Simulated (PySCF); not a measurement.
C₆H₈N₂, SMILES Nc1ccc(N)cc1. Atoms are numbered in the order given.

```xyz
16

N     -2.8166    -0.0836     0.0000
C     -1.4252    -0.0122     0.0000
C     -0.6953    -0.0063     1.1970
C      0.6953     0.0063     1.1970
C      1.4252     0.0122     0.0000
N      2.8166     0.0836     0.0000
C      0.6953     0.0063    -1.1970
C     -0.6953    -0.0063    -1.1970
H     -3.2565     0.2838    -0.8350
H     -3.2565     0.2838     0.8350
H     -1.2291    -0.0171     2.1518
H      1.2291     0.0171     2.1518
H      3.2565    -0.2838     0.8350
H      3.2565    -0.2838    -0.8350
H      1.2291     0.0171    -2.1518
H     -1.2291    -0.0171    -2.1518
```

Geometry optimised at PBE0-D3(BJ)/def2-SVP. Other conformers were not sampled.

Two levels are set side by side: PBE/pcSseg-1 (PySCF) and PBE0/pcSseg-1 (PySCF). GIAO shifts against NH3 (¹⁵N), TMS (¹H), TMS (¹³C) at the same level; non-relativistic, no solvent, atoms listed together averaged. Differences are taken from unrounded values.

```
quantity                             PBE
---------------------------------  -----
δ(¹⁵N) of N1, N6 (ppm)              79.9
δ(¹³C) of C2, C5 (ppm)             142.1
δ(¹³C) of C3, C4, C7, C8 (ppm)     117.3
δ(¹H) of H9, H10, H13, H14 (ppm)    2.83
δ(¹H) of H11, H12, H15, H16 (ppm)   6.52
```

Q: These are the PBE values. What does PBE0 give? (An estimate is asked for; the answer gives what the named calculation found.)

A: 
```csv
quantity,PBE0,PBE minus PBE0
"δ(¹⁵N) of N1, N6 (ppm)",72.1,7.9
"δ(¹³C) of C2, C5 (ppm)",145.0,-2.9
"δ(¹³C) of C3, C4, C7, C8 (ppm)",120.3,-3.1
"δ(¹H) of H9, H10, H13, H14 (ppm)",2.87,-0.04
"δ(¹H) of H11, H12, H15, H16 (ppm)",6.72,-0.21
```

Rough cost on one machine, each run with all the roots and properties that it gave: PBE0 against PBE within a factor of 2.
